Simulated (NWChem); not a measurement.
Species: WO2BrF; SMILES [O]=[W](=[O])([F])[Br]

```xyz
5

W     -0.0213     0.4515     0.0000
O      0.8369     1.0002    -1.3509
O      0.8369     1.0002     1.3509
F     -1.7251     1.1939     0.0000
Br     0.0317    -1.9607     0.0000
```
Atoms are numbered in this order, from 1.

Level: PBE0/def2-SVP with def2 effective core potentials on W (NWChem), optimised geometry, unscaled harmonic frequencies. This build's default masses of Se (78.918 u) and Br (79.917 u) are each other's, which moves their modes by up to 0.6 %. def2 effective core potentials on W; no spin-orbit coupling.

| frequency (cm⁻¹) | IR intensity (km/mol) |
|---|---|
| 129 | 2.6 |
| 163 | 4.6 |
| 221 | 2.1 |
| 240 | 3.6 |
| 302 | 34.4 |
| 372 | 10.2 |
| 717 | 103.6 |
| 1033 | 173.2 |
| 1072 | 91.9 |

```
Quantity                                                                            Value
-----------------------------------------------------------------------  ----------------
zero-point energy                                                            6.1 kcal/mol
thermal correction to the enthalpy at 298.15 K (with zero-point energy)     10.5 kcal/mol
heat capacity Cv                                                         18.0 cal/(mol K)
entropy at 298.15 K and 1 atm (symmetry number 1)                        84.0 cal/(mol K)
```

Rigid rotor and harmonic oscillator.
